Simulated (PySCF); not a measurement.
A series of related molecules.

All values: CAM-B3LYP/def2-SVPD (PySCF) at GFN2-xTB geometries, gas phase, one conformer each. Core orbitals are frozen in the response; Δα² is half the sum of the squared differences of the principal polarisabilities.

(1) Rank by dipole moment, lowest first.
A. `[CH3:1][O:2][C:3](=[O:4])[SiH2:5][F:6]` with C1–O2–C3–O4 1°, O2–C3–Si5–F6 47°
B. `[CH3:1][CH:2]([CH3:3])[O:4][C:5](=[O:6])[SiH2:7][F:8]` with C1–C2–O4–C5 -154°, C2–O4–C5–O6 1°, O4–C5–Si7–F8 46°
C. `[CH3:1][CH2:2][O:3][C:4](=[O:5])[SiH2:6][F:7]` with C1–C2–O3–C4 121°, C2–O3–C4–O5 3°, O3–C4–Si6–F7 73°
D. `[CH2:1]=[CH:2][CH2:3][O:4][C:5](=[O:6])[SiH2:7][F:8]` with C1–C2–C3–O4 126°, C2–C3–O4–C5 -85°, C3–O4–C5–O6 0°, O4–C5–Si7–F8 55°
E. `[O:1]=[C:2]([O:3][CH:4]1[CH2:5][CH2:6]1)[SiH2:7][F:8]` with O1–C2–O3–C4 0°, C2–O3–C4–C5 146°, O1–C2–Si7–F8 172°
F. `[CH2:1]=[CH:2][O:3][C:4](=[O:5])[SiH2:6][F:7]` with C1–C2–O3–C4 180°, C2–O3–C4–O5 0°, O3–C4–Si6–F7 17°

(2) Rank by HOMO energy, lowest first.
A. `C(F)(F)(OC(=O)[SiH2]F)F`
B. `O(C([SiH2]F)=O)C=C`
C. `CCOC(=O)[SiH2]F`

(3) Rank by polarisability anisotropy Δα, highest first.
A. `[CH2:1]=[CH:2][O:3][C:4](=[O:5])[SiH2:6][F:7]` with C1–C2–O3–C4 180°, C2–O3–C4–O5 0°, O3–C4–Si6–F7 17°
B. `[CH3:1][CH2:2][CH2:3][O:4][C:5](=[O:6])[SiH2:7][F:8]` with C1–C2–C3–O4 -63°, C2–C3–O4–C5 -84°, C3–O4–C5–O6 0°, O4–C5–Si7–F8 84°
C. `[CH3:1][O:2][C:3](=[O:4])[SiH2:5][F:6]` with C1–O2–C3–O4 1°, O2–C3–Si5–F6 47°
D. `[O:1]=[C:2]([O:3][CH:4]1[CH2:5][CH2:6]1)[SiH2:7][F:8]` with O1–C2–O3–C4 0°, C2–O3–C4–C5 146°, O1–C2–Si7–F8 172°
E. `[O:1]=[C:2]([O:3][C:4]([F:5])([F:6])[F:7])[SiH2:8][F:9]` with O1–C2–O3–C4 1°, O1–C2–Si8–F9 -119°
F. `[CH3:1][CH:2]([CH3:3])[O:4][C:5](=[O:6])[SiH2:7][F:8]` with C1–C2–O4–C5 -154°, C2–O4–C5–O6 1°, O4–C5–Si7–F8 46°

Results:

(1) F (0.54 D), E (0.99 D), A (1.48 D), B (1.63 D), D (1.82 D), C (2.17 D).

(2) A (-10.48 eV), C (-9.41 eV), B (-9.04 eV).

(3) A (5.84 Å³), D (4.07 Å³), F (3.36 Å³), B (3.10 Å³), C (2.80 Å³), E (2.44 Å³).

All values together:

| SMILES | formula | μ (D) | HOMO (eV) | LUMO (eV) | α (Å³) | Δα (Å³) | electrons | α per electron (Å³) |
| --- | --- | --- | --- | --- | --- | --- | --- | --- |
| O=C(OC1CC1)[SiH2]F | C4H7FO2Si | 0.99 | -9.48 | 0.28 | 11.54 | 4.07 | 70 | 0.165 |
| O=C(OC(F)(F)F)[SiH2]F | C2H2F4O2Si | 3.22 | -10.48 | -1.06 | 8.55 | 2.44 | 80 | 0.107 |
| COC(=O)[SiH2]F | C2H5FO2Si | 1.48 | -9.53 | -0.09 | 8.41 | 2.80 | 56 | 0.150 |
| C=COC(=O)[SiH2]F | C3H5FO2Si | 0.54 | -9.04 | -0.31 | 10.45 | 5.84 | 62 | 0.169 |
| CC(C)OC(=O)[SiH2]F | C4H9FO2Si | 1.63 | -9.34 | 0.01 | 11.90 | 3.36 | 72 | 0.165 |
| C=CCOC(=O)[SiH2]F | C4H7FO2Si | 1.82 | -9.16 | -0.09 | 11.76 | 4.18 | 70 | 0.168 |
| CCCOC(=O)[SiH2]F | C4H9FO2Si | 2.66 | -9.40 | -0.23 | 11.80 | 3.10 | 72 | 0.164 |
| CCOC(=O)[SiH2]F | C3H7FO2Si | 2.17 | -9.41 | -0.17 | 10.19 | 3.30 | 64 | 0.159 |

Conformers: `[O:1]=[C:2]([O:3][CH:4]1[CH2:5][CH2:6]1)[SiH2:7][F:8]` with O1–C2–O3–C4 0°, C2–O3–C4–C5 146°, O1–C2–Si7–F8 172°; `[O:1]=[C:2]([O:3][C:4]([F:5])([F:6])[F:7])[SiH2:8][F:9]` with O1–C2–O3–C4 1°, O1–C2–Si8–F9 -119°; `[CH3:1][O:2][C:3](=[O:4])[SiH2:5][F:6]` with C1–O2–C3–O4 1°, O2–C3–Si5–F6 47°; `[CH2:1]=[CH:2][O:3][C:4](=[O:5])[SiH2:6][F:7]` with C1–C2–O3–C4 180°, C2–O3–C4–O5 0°, O3–C4–Si6–F7 17°; `[CH3:1][CH:2]([CH3:3])[O:4][C:5](=[O:6])[SiH2:7][F:8]` with C1–C2–O4–C5 -154°, C2–O4–C5–O6 1°, O4–C5–Si7–F8 46°; `[CH2:1]=[CH:2][CH2:3][O:4][C:5](=[O:6])[SiH2:7][F:8]` with C1–C2–C3–O4 126°, C2–C3–O4–C5 -85°, C3–O4–C5–O6 0°, O4–C5–Si7–F8 55°; `[CH3:1][CH2:2][CH2:3][O:4][C:5](=[O:6])[SiH2:7][F:8]` with C1–C2–C3–O4 -63°, C2–C3–O4–C5 -84°, C3–O4–C5–O6 0°, O4–C5–Si7–F8 84°; `[CH3:1][CH2:2][O:3][C:4](=[O:5])[SiH2:6][F:7]` with C1–C2–O3–C4 121°, C2–O3–C4–O5 3°, O3–C4–Si6–F7 73°.

Question: How closely does the mean polarisability follow the number of electrons in this set?

Answer: The correlation coefficient is 0.25; α per electron runs from 0.107 to 0.169 Å³.
